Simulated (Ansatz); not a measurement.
Mulliken charges of `[OH][Al]([F])[CH2]Cl` from ωB97M-V/def2-TZVPP in Ansatz (PBE0-D4/def2-TZVP geometry).

| atom | x (Å) | y (Å) | z (Å) | charge (e) |
| --- | --- | --- | --- | --- |
| O1 | -0.961 | 1.048 | 1.346 | -0.384 |
| Al2 | 0.147 | -0.037 | 0.689 | 0.735 |
| F3 | 1.393 | -0.631 | 1.589 | -0.351 |
| C4 | -0.076 | -0.631 | -1.134 | -0.398 |
| Cl5 | 1.083 | 0.720 | -1.609 | -0.100 |
| H6 | -0.862 | 1.467 | 2.199 | 0.166 |
| H7 | 0.376 | -1.558 | -1.476 | 0.164 |
| H8 | -1.008 | -0.436 | -1.659 | 0.168 |

By hand: the dipole of these point charges (1 e Å = 4.8032 D).

Σ q r = (-0.341, -0.114, -0.112) e Å, of length 0.377 e Å = 1.81 D.

How does the dipole of the full density compare? (An estimate is asked.)

Ansatz gave: (-0.249, -0.105, -0.038) e Å, 1.31 D; the point charges give 1.38 times that, at 10° from its direction.

Point charges leave out the atoms' own dipoles, such as those of lone pairs, and Mulliken's split depends on the basis, so the two needn't agree.
